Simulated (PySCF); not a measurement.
**Basis set benchmark on one molecule**

Molecule: `O=C(F)c1cccs1`, C$_{5}$H$_{3}$FOS.

Structure with atom numbers: `[O:1]=[C:2]([F:3])[c:4]1[cH:5][cH:6][cH:7][s:8]1`. Hydrogens are named by the atom that carries them.

Geometry PBE0-D3(BJ)/def2-SVP throughout; GIAO in PySCF, gas phase, one conformer, non-relativistic; equivalent atoms averaged; functional PBE0.

Reference values (measured; solution, CDCl3; Marie Gonay, Chloé Batisse, Jean-François Paquin, Synthesis of Acyl Fluorides from Carboxylic Acids Using NaF-Assisted Deoxofluorination with XtalFluor-E, J. Org. Chem. 2020, 85, 10253−10260): δ(F3) = 24.3 ppm vs CFCl3. Computed shifts are taken against CFCl3, calculated as an isolated molecule at each level.

How do the basis sets cc-pVDZ, def2-SVP, aug-cc-pVDZ, def2-TZVP, cc-pVTZ, IGLO-III perform against the reference? Times are CPU seconds on 1 thread of an Arm Neoverse V1, shared host.

Results:


```tsv
basis set	functions	F3	abs. error F	core-s
cc-pVDZ	131	19.4	4.9	13
def2-SVP	131	27.5	3.2	12
aug-cc-pVDZ	215	12.9	11.4	26
def2-TZVP	272	16.5	7.8	38
cc-pVTZ	286	16.7	7.6	41
IGLO-III	319	16.7	7.6	47
```

For 19F the closest is def2-SVP (3.2 ppm) and the furthest aug-cc-pVDZ (11.4 ppm). Where a smaller basis beats a larger one, errors probably cancel. One molecule is a small sample, and vibrational and solvent effects are absent from the calculation.

A small basis that lands close on one nucleus may do so by chance; judge by the trend and by all nuclei.
